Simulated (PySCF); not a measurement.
# C²⁺: excitation energy

C²⁺ [He] 2s2 (1S) → C²⁺ [He] 2s1 3s1 (3S), as a difference of total energies. Computed with PySCF 2.14 in aug-cc-pCVQZ-DK (9s8p6d4f2g, 109 functions), with scalar relativity by spin-free X2C-1e. Correlated levels: valence: 1s2 frozen; valence and next inner shell: nothing frozen. The calculations carry no spin-orbit coupling.

```tsv
method	excitation energy (eV)
UHF	27.786
LDA	28.483
PBE	28.534
PBE0	28.560
r2SCAN	28.437
BLYP	28.743
BP86	28.622
TPSS	28.702
MP2 (valence)	28.908
SCS-MP2 (valence)	29.245
MP2 (valence and next inner shell)	28.967
SCS-MP2 (valence and next inner shell)	29.295
```

Q: How much does correlation contribute at MP2 (valence and next inner shell)?

A: 28.967 − (27.786) = 1.181 eV, measured against UHF.

The promoted electron is Rydberg-like, and one or two diffuse shells describe it only roughly, which tends to raise the upper state.
